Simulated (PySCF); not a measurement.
Molecule: SMILES N#C[SiH2]N[SiH3], CH$_{6}$N$_{2}$Si$_{2}$.

Bonds (- single, = double, # triple, : aromatic): N1#C2 1.160 Å, C2-Si3 1.871 Å, Si3-N4 1.723 Å, N4-Si5 1.751 Å. Si3 carries H6, H7; N4 carries H8; Si5 carries H9, H10, H11.

Geometry PBE0-D3(BJ)/def2-SVP throughout; GIAO in PySCF, gas phase, one conformer, non-relativistic; equivalent atoms averaged; basis pcSseg-2.

For orientation, HF gives these absolute shieldings σ: N1 -108.6, N4 262.6, C2 55.9, Si5 432.4, Si3 443.0, H9/H10/H11 27.30, H6/H7 27.33, H8 31.51 ppm.

A run gave: N1 -100.2, N4 247.3, C2 50.5, Si5 376.9, Si3 392.5, H9/H10/H11 26.65, H6/H7 26.67, H8 31.43 ppm (absolute shieldings σ).

Q: Which functional was used in that run?
A. PBE
B. BP86
C. B3LYP
D. KT2

A: C. H6/H7 tells them apart best: B3LYP gives 26.67, PBE gives 26.21, KT2 gives 26.21, BP86 gives 26.27 ppm.
